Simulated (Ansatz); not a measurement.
Harmonic frequencies (cm⁻¹) at PBE0-D4/def2-TZVP from Ansatz: 19, 136, 164, 224, 251, 309, 403, 422, 430, 537, 547, 620, 860, 919, 936, 1015, 1155, 1165, 1192, 1360, 1378, 1389, 1400, 1467, 1474, 1481, 1496, 1841, 1882, 2934, 3041, 3046, 3119, 3122, 3124, 3127.

Each molecule was computed in one conformer, which needn't be the lowest.

(1) Which molecule is it?
A. `C[N](C)[In]([NH2])[OH]`
B. `CC[O][InH][CH3]`
C. `CC(C)[O][InH2]`
D. `C[NH][In]([CH3])[F]`

Results:

(1) C.
